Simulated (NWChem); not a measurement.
Basis-set convergence for BrISi

```xyz
3

Si    -1.2835    -0.4375     0.0000
Br     0.1531    -2.2005     0.0000
I      0.2379     1.5688     0.0000
```
Charge 0, spin multiplicity 1.

Program: NWChem. The geometry was optimised at B3LYP/def2-SVP with def2 effective core potentials on I, a minimum by its harmonic frequencies.

Quantity: LUMO energy at the level PBE.

Effective core potentials replace the inner electrons of I; spin-orbit coupling is left out. The structure started from a generated list of species.

Costs are rough ratios of processor time within this set of runs, SCF included, with def2-SVP as 1.

```csv
basis,functions,LUMO energy (eV),relative cost
def2-SVP,76,___,1
def2-SVPD,100,___,under 3
def2-TZVP,135,-3.94,4
def2-TZVPP,140,-3.94,4
def2-TZVPD,159,-3.97,5
def2-QZVP,227,-3.96,30
```

Question: Fill in the missing entries.

Answer: 
- def2-SVP, LUMO energy (eV): -3.92
- def2-SVPD, LUMO energy (eV): -4.02
